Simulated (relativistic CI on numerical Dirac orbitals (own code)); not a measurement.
Computed by Dirac-Coulomb-Breit CI, separate exchange-only KLI orbitals for each configuration, QED by a radiative potential, unscaled Slater integrals (own radial code, finite nucleus).

The strongest absorption lines from the ground level of an ion, among the configurations computed and to levels below about 147 eV (vacuum wavelength in nm, gf): 8.6671 (3.4e-07), 14.540 (0.088), 14.722 (0.011), 14.906 (0.0078), 15.792 (5.5e-06), 16.011 (9.2e-05), 46.817 (1.7), 68.823 (0.0093).

Question: Which ion is it?
A. Mo12+
B. Kr6+
C. Sr6+
D. Sr8+

Answer: D. Sr8+ has 30 electrons and the ground level 4s² ¹S0; the strongest line goes to 4s4p ¹P°1. The pattern of lines fixes the number of electrons, and along that sequence the line energies rise steadily with the charge (about as its square where n changes within one kind of shell, about linearly where n is kept but much faster in heavy ions where fine structure, which grows about as Z⁴, sets the gap, and irregularly where shells cross), which fixes Z. Configurations outside the model, such as inner-shell arrays, can give stronger lines. At this charge configurations can still be misplaced by up to about 7 % of their energy.

LS names give the leading component of a level, which can be under half, so a name can repeat, a term be missing and a line seem to break the LS rules.
